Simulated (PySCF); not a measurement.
# Dipole response of Ag²⁺ (silver, charge +2)

[Kr] 4d8 5s1, high-spin 4F determinant (an excited configuration). Calculation: PySCF 2.14, in aug-cc-pVTZ-PP with ECP28MDF (6s6p5d3f2g, 88 functions); a scalar-relativistic core potential. Coupled (time-dependent) response in atomic units; α is the mean over directions.

```
method  mean α (bohr³)  C₆ (like pair)  S(−4)
   UHF           20.31           103.9  312.9
   PBE           15.22           79.52  139.9
  PBE0           16.14           83.58  166.7
  PW91           15.22           79.44  139.9
```

S(−4) is the Cauchy moment in α(ω) = α(0) + S(−4) ω² + …

Spin-orbit coupling is absent.

α(iu) at UHF:

```tsv
u (hartree)	α(iu) (bohr³)
0	20.31
0.0500	19.56
0.100	17.69
0.200	13.22
0.300	9.904
0.500	6.448
0.750	4.558
1.00	3.549
1.50	2.418
2.00	1.769
3.00	1.057
5.00	0.4842
```

A single London oscillator, α(iu) = α/(1 + u²/ω²), gives C₆ = (3/4) ω α². Matching the computed C₆ needs ω = 4 × 103.9 / (3 × 20.31²) = 0.336 hartree.

For an ion, C₆ is the dispersion term alone; charge-induced terms of lower order in 1/R come first.

Energies and moments cover only the electrons outside the core potential.
